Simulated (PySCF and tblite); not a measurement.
5 constitutional isomers of C₅H₃BF₂:

```csv
isomer,SMILES
A,[CH:1]#[C:2][C@@H:3]1[CH:4]=[C:5]1[B:6]([F:7])[F:8]
B,[CH:1]#[C:2][C:3]1=[C:4]([B:5]([F:6])[F:7])[CH2:8]1
C,[BH2:1][C:2]#[C:3][C:4]#[C:5][CH:6]([F:7])[F:8]
D,[CH:1]#[C:2][C:3]#[C:4][CH2:5][B:6]([F:7])[F:8]
E,[CH:1]#[C:2][CH:3]([C:4]#[CH:5])[B:6]([F:7])[F:8]
```

Computed spectrum of one of them (conformer average at 298.15 K; GFN1-xTB geometries, energies BP86/def2-SVPD (IEF-PCM, dimethylsulfoxide) (D3(BJ) added where defined), GIAO shieldings KT3/pcSseg-1 (IEF-PCM, dimethylsulfoxide); references on GFN2-xTB geometries), in ppm: ¹H (against TMS): 2.78 (2H), 1.95 (1H). ¹³C (against TMS): 69.7 (1C), 64.3 (1C), 62.7 (1C), 61.2 (1C), 7.5 (1C). Of the H, only those on carbon are given.

Task: Which isomer is it?

Result: D. Signals are matched in order of shift, without assignment. After a straight-line scaling (slope 0.85 to 1.15) of computed carbon shifts, the largest errors are A 36.7 ppm (at 69.7), B 21.2 ppm (at 69.7), C 14.7 ppm (at 69.7), D 0.7 ppm (at 69.7), E 4.2 ppm (at 69.7). Assigned: ¹H (against TMS): 2.78 (H5, 2H), 1.95 (H1, 1H). ¹³C (against TMS): 69.7 (C4), 64.3 (C2), 62.7 (C3), 61.2 (C1), 7.5 (C5). For comparison, at another level (GFN2-xTB geometries, energies PBE0/def2-SVP (IEF-PCM, tetrahydrofuran) (D3(BJ) added where defined), GIAO shieldings KT2/pcSseg-1 (IEF-PCM, tetrahydrofuran)) the isomers give: A: ¹H (against TMS): 8.74 (H4, 1H), 2.55 (H3, 1H), 1.48 (H1, 1H). ¹³C (against TMS): 143.4 (C4), 108.2 (C5), 87.4 (C2), 60.9 (C1), 9.9 (C3). B: ¹H (against TMS): 5.68 (H1, 1H), 1.55 (H8, 2H). ¹³C (against TMS): 135.5 (C3), 118.6 (C1), 110.6 (C4), 78.7 (C2), 16.8 (C8). C: ¹H (against TMS): 7.43 (H6, 1H). ¹³C (against TMS): 131.0 (C3), 112.4 (C6), 102.0 (C2), 101.2 (C5), 75.2 (C4). H not on carbon is left out. D: ¹H (against TMS): 2.77 (H5, 2H), 1.59 (H1, 1H). ¹³C (against TMS): 70.2 (C4), 65.7 (C2), 63.8 (C3), 62.8 (C1), 6.9 (C5). E: ¹H (against TMS): 4.01 (H3, 1H), 2.12 (H1/H5, 2H). ¹³C (against TMS): 73.3 (C2/C4), 71.4 (C1/C5), 13.1 (C3).

Shifts are unscaled: against experiment ¹³C can be off by 15 ppm or more and ¹H by 0.8 ppm. The search found a single conformer for at least one isomer; other rotamers may be missing. At least one structure keeps an imaginary mode at the tight-binding level.
